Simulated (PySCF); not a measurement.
Radial density of Hg(2+) (mercury, charge +2)

UHF, [Xe] 4f14 5d10, closed-shell 1S. Computed with PySCF 2.14 in x2c-TZVPPall (11s7p7d3f1g, 97 functions), with scalar relativity by spin-free X2C-1e.

| r (bohr) | 4πr²ρ (e/bohr) |
| --- | --- |
| 0.0131 | 111.0 |
| 0.0220 | 97.84 |
| 0.0370 | 132.3 |
| 0.0622 | 141.9 |
| 0.105 | 121.2 |
| 0.176 | 123.2 |
| 0.296 | 81.62 |
| 0.498 | 65.88 |
| 0.837 | 23.88 |
| 1.41 | 11.37 |
| 2.37 | 1.506 |
| 3.98 | 0.04632 |
| 6.70 | 2.402e-05 |

Densities and radii are taken from the X2C orbitals without a picture-change correction, which distorts them close to the nucleus.

Spin-orbit coupling, which splits the p, d and f shells strongly at this Z, is absent.
